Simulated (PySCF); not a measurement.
Ge(Cl)(Me) (CH3ClGe), SMILES [Ge]([Cl])[CH3] (connectivity only; charge and spin as stated), neutral, multiplicity 1. Atoms are numbered in the order given.

```xyz
6

Ge     0.1930     0.1213     0.6604
Cl    -1.0160    -0.9524    -0.8620
C      1.1748     1.2959    -0.6336
H      1.8921     1.9501    -0.1185
H      0.4495     1.9113    -1.1889
H      1.7048     0.6731    -1.3709
```
Charge 0, spin multiplicity 1.

Geometry: PBE-D3(BJ)/def2-TZVP.

These are TDA-M06-2X/def2-SVPD run with PySCF 2.14.0 values and carry that method's errors.

Vertical excitations. Gas-phase values at a fixed geometry.

Computed excitation energies, oscillator strengths and character:
```csv
state,energy (eV),λ (nm),f,main pairs
S1,2.97,417,0.027,HOMO→LUMO 97 %
S2,5.37,231,0.011,HOMO−1→LUMO 98 %
S3,5.58,222,0.087,HOMO→LUMO+1 78 %
S4,5.91,210,0.003,HOMO−3→LUMO 98 %
S5,6.09,204,0.112,HOMO−2→LUMO 82 %
S6,6.64,187,0.008,HOMO→LUMO+2 86 %
S7,7.08,175,0.383,HOMO→LUMO+3 92 %
S8,7.78,159,0.118,HOMO−1→LUMO+1 65 %
S9,7.81,159,0.013,"HOMO−2→LUMO+1 77 %, HOMO−2→LUMO+2 16 %"
S10,8.08,154,0.013,"HOMO→LUMO+4 61 %, HOMO→LUMO+6 18 %"
T1,1.70,730,0,HOMO→LUMO 95 %
T2,4.51,275,0,HOMO→LUMO+1 79 %
T3,4.94,251,0,"HOMO−1→LUMO 83 %, HOMO−3→LUMO 12 %"
T4,5.22,237,0,HOMO−2→LUMO 97 %
```
Triplets are in the Tamm–Dancoff approximation.
